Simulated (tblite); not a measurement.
Species: C6H14Ge.
Structure used (GFN2-xTB), in Å, numbered top down from 1:
```xyz
21
C6H14Ge angstrom
C      2.526   -0.538   -0.247
C      1.148   -0.220    0.319
C      0.621    1.105   -0.232
C     -0.737    1.509    0.341
C     -1.905    0.683   -0.199
C     -1.923   -0.743    0.344
Ge    -0.204   -1.624   -0.073
H      3.236    0.255   -0.012
H      2.902   -1.473    0.165
H      2.477   -0.640   -1.330
H      1.233   -0.125    1.407
H      0.543    1.036   -1.321
H      1.347    1.895   -0.010
H     -0.917    2.559    0.096
H     -0.710    1.425    1.431
H     -2.843    1.181    0.062
H     -1.842    0.656   -1.291
H     -2.057   -0.717    1.428
H     -2.772   -1.288   -0.070
H     -0.137   -2.024   -1.526
H      0.005   -2.893    0.717
```

Computed values, GFN2-xTB/tblite, gas phase, harmonic and unscaled. Errors from tens to a few hundred cm⁻¹ against measured bands are possible. Modes of hydrogen on germanium can be 10 to 20 % off. One conformer, not necessarily the lowest.

Harmonic wavenumbers (cm⁻¹): 83.9, 163.4, 201.5, 227.7, 250.0, 284.2, 339.2, 365.9, 435.2, 496.3, 527.0, 566.2, 626.4, 633.8, 767.4, 838.7, 844.5, 891.2, 914.3, 948.3, 980.8, 1021.6, 1044.2, 1067.9, 1100.0, 1131.7, 1144.9, 1177.2, 1212.3, 1239.5, 1276.4, 1281.0, 1297.3, 1348.3, 1355.5, 1359.2, 1414.0, 1460.8, 1488.1, 1490.7, 1497.2, 1501.7, 1504.2, 1914.5, 1986.2, 2906.0, 2928.2, 2937.6, 2947.3, 2951.2, 2952.4, 2962.8, 2970.3, 2973.0, 2998.8, 3009.9, 3016.9.

A = 2129, B = 1845, C = 1070 MHz; mass 160.031 u (most abundant isotopes); point group C1, symmetry number 1.

Zero-point energy?

½Σν̃ = 39627 cm⁻¹ = 113.30 kcal/mol.

Entropy at 500 K, 1 bar (ideal gas, RRHO, classical rotation)?

Translation 43.71, rotation 30.27, vibration 41.10: S = 115.1 cal/(mol K).

And Cp and H(500 K) − H(0)?

Cp = 57.71 cal/(mol K), of which vibrations give 49.77 (their classical limit is 57 R = 113.3); H(500 K) − H(0) = 15.72 kcal/mol without the zero-point energy, 11.75 from vibrations.

What must be added to the electronic energy to get the Gibbs energy at 500 K and 1 bar?

ZPE + [H(500 K) − H(0)] − T·S = 113.30 + 15.72 − 57.54 = 71.48 kcal/mol.

How do the functions run with temperature in this model?

| T (K) | S (cal/(mol K)) | Cp (cal/(mol K)) | H − H(0) (kcal/mol) | G − H(0) (kcal/mol) | ln q(vib) |
| --- | --- | --- | --- | --- | --- |
| 50 | 56.5 | 10.1 | 0.43 | -2.40 | 0.11 |
| 100 | 65.0 | 15.2 | 1.06 | -5.45 | 0.61 |
| 298.15 | 91.0 | 36.4 | 6.14 | -21.00 | 4.27 |
| 373.15 | 100.1 | 44.9 | 9.19 | -28.16 | 5.92 |
| 750 | 142.3 | 76.3 | 32.64 | -74.06 | 14.84 |
| 1000 | 166.0 | 88.6 | 53.35 | -112.66 | 20.69 |

q(vib) and H(0) count from the zero-point level.

Hindered rotation and anharmonicity are outside this model. Other conformers, if any are populated, would add a mixing term that is left out. The structure is chiral; the term R ln 2 for an equal mix with its mirror image is left out.

Hardware: one thread of an Arm Neoverse V1 (shared host). Cost: 0.81 s of wall time. The figure is for the frequency step alone.
